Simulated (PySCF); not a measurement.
C4H7ClSi, SMILES CC([SiH3])=C=CCl. Atoms are numbered in the order given.

```xyz
13

C     -1.2155     1.9363    -0.9184
C     -0.9267     0.6343    -0.1987
Si    -2.2741    -0.6914    -0.1250
C      0.2230     0.3713     0.3779
C      1.3568     0.0740     0.9608
Cl     2.6746    -0.7312     0.1226
H     -1.4753     1.7437    -1.9730
H     -0.3526     2.6170    -0.8905
H     -2.0808     2.4471    -0.4635
H     -2.6607    -1.0831    -1.5133
H     -3.4850    -0.1309     0.5464
H     -1.7799    -1.8772     0.6231
H      1.5769     0.2979     2.0078
```
Charge 0, spin multiplicity 1.

Coordinates come from a B3LYP-D3(BJ)/def2-SVP optimisation. This is a generated structure with no PubChem entry under its InChIKey; it may be hypothetical.

Calculation: PBE0/pcSseg-1 in PySCF.

GIAO shieldings, no solvent; atoms alike by connectivity are averaged. δ = σ(ref) − σ: ¹³C against TMS (σ = 186.3 ppm); ²⁹Si against TMS (σ = 352.7 ppm); ³⁵Cl against HCl (σ = 945.9 ppm); ¹H against TMS (σ = 31.56 ppm), references at their B3LYP-D3(BJ)/def2-TZVP geometries, non-relativistic (without spin–orbit terms, shifts of atoms bonded to Cl or Br come out too high).

Computed chemical shifts:
```tsv
nucleus	atoms	count	δ (ppm)
¹³C	C4	1	223.3
¹³C	C2	1	106.7
¹³C	C5	1	101.1
¹³C	C1	1	23.5
²⁹Si	Si3	1	-61.5
³⁵Cl	Cl6	1	163.6
¹H	H13	1	6.34
¹H	H10, H11, H12	3	4.53
¹H	H7, H8, H9	3	2.26
```
